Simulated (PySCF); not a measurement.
BiHF₂, SMILES [F][BiH][F]. Atoms are numbered in the order given.

```xyz
4

Bi    -0.0241    -0.2348     0.0000
H      1.7726    -0.4095     0.0000
F      0.0128     1.1054    -1.4887
F      0.0128     1.1054     1.4887
```

The structure is a stationary point at PBE0-D3(BJ)/def2-TZVP. The def2 effective core potentials stand for the cores of Bi; spin–orbit coupling is left out.

Calculation: PBE0-D3(BJ)/def2-TZVP run with PySCF.

Frequencies are harmonic and unscaled.

| mode | ν (cm⁻¹) | IR (km/mol) | Raman (Å⁴/amu) | depolarisation | moving atoms (share of kinetic energy) |
|---|---|---|---|---|---|
| 1 | 172 | 7.2 | 1.4 | 0.75 | F 93 % |
| 2 | 566 | 106.6 | 5.7 | 0.75 | F 91 %, Bi 9 % |
| 3 | 582 | 82.3 | 9.1 | 0.25 | F 90 %, Bi 9 % |
| 4 | 590 | 12.1 | 33.9 | 0.75 | H 96 % |
| 5 | 601 | 11.2 | 34.6 | 0.72 | H 92 % |
| 6 | 1800 | 296.6 | 257.0 | 0.29 | H 99 % |
